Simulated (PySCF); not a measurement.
Compound: [ICl2]- (charge -1).
Bonds: I1–Cl2, I1–Cl3.

Computed by this run: PBE0-D3(BJ)/def2-SVP geometry optimisation, gas phase, def2 core potentials past Kr in PySCF 2.14.0; density fitting, grid level 1; the optimiser is geomeTRIC in internal coordinates, started from a GFN2-xTB structure with every atom displaced at random (about 0.03 Å).

Step 0: E = -33133.5083 eV
```
atom  x, y, z in Å  |  force x, y, z in eV/Å
I1      0.0611   -0.0768    0.0122   -0.197   0.133  -0.286
Cl2    -0.0358   -0.0374    2.5948    0.095  -0.063  -0.038
Cl3    -0.0417    0.0169   -2.6269    0.103  -0.070   0.324
```

**Question.** Estimate the geometry and energy of step 1. (The exact step hangs on the optimiser's Hessian estimate; all steps are aligned on step 0, rigid shifts and turns removed.)

**Answer.** E = -33133.5272 eV, largest force 0.149 eV/Å
```
atom  x, y, z in Å  |  force x, y, z in eV/Å
I1      0.0300   -0.0560   -0.0020   -0.103   0.069  -0.082
Cl2    -0.0204   -0.0474    2.5766    0.051  -0.036   0.060
Cl3    -0.0260    0.0062   -2.5945    0.052  -0.034   0.022
```

The energy changes by -0.0189 eV. The first-order estimate −F·Δx gives -0.0286 eV and the mean of the old and new forces, exact on a quadratic surface, -0.0182 eV. The step makes an angle of 26° with the force vector and moves no atom by more than 0.040 Å.

The cost below is that of the whole optimisation. Hardware: one thread of an Arm Neoverse N1, shared host. Cost: 12 s, 0.26 GiB resident at most.
